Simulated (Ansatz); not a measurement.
Stretching the Ge1–H3 bond in BrGeH3 (SMILES [GeH3][Br]) (multiplicity 1 held, fragments rigid). Energies count from the point at 1.533 Å.
Geometry at that point (charge 0, multiplicity 1):
```tsv
atom	x (Å)	y (Å)	z (Å)
Ge	-1.1456	0.0468	0.0046
Br	1.1842	-0.0484	-0.0048
H	-1.5399	1.4838	-0.3541
H	-1.6070	-0.3323	1.4163
H	-1.6424	-0.9559	-1.0428
```

R- and RO- levels are restricted; in cc, def2 and unpolarised 6-31G sets they are followed outwards from rest. Unrestricted levels (U-) break spin symmetry where that is lower. Active spaces are followed from a long bond inwards. Curves can end on different states.

Cores are frozen in the correlated methods. Filled d and f shells under p-block atoms count as core.

Codes used: Ansatz (a first-principles code). Values without a source in brackets are computed.

Energies in kcal/mol.

| R (Å) | R-SCS-MP2/cc-pVDZ | U-SCS-MP2/cc-pVDZ | FIC-NEVPT4(SD) on CASSCF(2,2)/cc-pVDZ | FIC-MRCISD on CASSCF(2,2)/cc-pVDZ | FIC-MRCISD+Q on CASSCF(2,2)/cc-pVDZ |
|---|---|---|---|---|---|
| 1.226 | 31.7 | 31.7 | 32.0 | 31.9 | 31.8 |
| 1.379 | 6.3 | 6.3 | 6.5 | 6.5 | 6.4 |
| 1.533 | 0.0 | 0.0 | 0.0 | 0.0 | 0.0 |
| 1.686 | 3.9 | 3.9 | 3.5 | 3.5 | 3.6 |
| 1.839 | 13.0 | 13.0 | 11.9 | 11.9 | 12.0 |
| 2.069 | 30.3 | 30.3 | 27.7 | 27.7 | 28.0 |
| 2.299 | 48.0 | 54.8 | 43.2 | 43.3 | 43.6 |
| 2.682 | 73.6 | 74.7 | 63.3 | 63.3 | 63.7 |
| 3.065 | 92.1 | 80.7 | 74.8 | 74.9 | 75.3 |
| 3.525 | 105.3 | 82.8 | 80.9 | 80.9 | 81.3 |
| 4.138 | 109.9 | 83.4 | 83.2 | 83.2 | 83.6 |
| 4.905 | 100.2 | 83.6 | 83.7 | 83.7 | 84.1 |

Doubts at one or more of the structures used: a restricted determinant that unrestricted orbitals would lower (R-SCS-MP2/cc-pVDZ); a spin-contaminated determinant (U-SCS-MP2/cc-pVDZ).
